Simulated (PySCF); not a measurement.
Gas-phase reaction: 4 GaH₂Cl + H₂O ⇌ Ga₂H₆ + 4 HCl + Ga₂O

Method: PySCF energies plus ideal-gas RRHO corrections (1 bar). † marks an energy on the PBE0/def2-TZVP geometry and frequencies. All species are closed-shell singlets. B3LYP is the form with VWN-RPA correlation. Ga: all electrons, no relativistic terms. GaH₂Cl, Ga₂H₆: computed as isolated molecules; such fragments, hydroxides, amides, oligomers or adducts are transient or little studied in the gas.

B3LYP/def2-TZVP† gives ΔH°(298 K) = 205 kJ.

Task: What do PBE0/def2-SVP†, r2SCAN/def2-TZVP†, PBE/def2-TZVP† give?

Result: PBE0/def2-SVP†: 252 kJ; r2SCAN/def2-TZVP†: 244 kJ; PBE/def2-TZVP†: 203 kJ. For scale, ΔH°(298 K) is 205 kJ at this level, 230 kJ at ωB97M-V/def2-TZVP†, and runs from 171 to 337 kJ over the 18 levels computed.
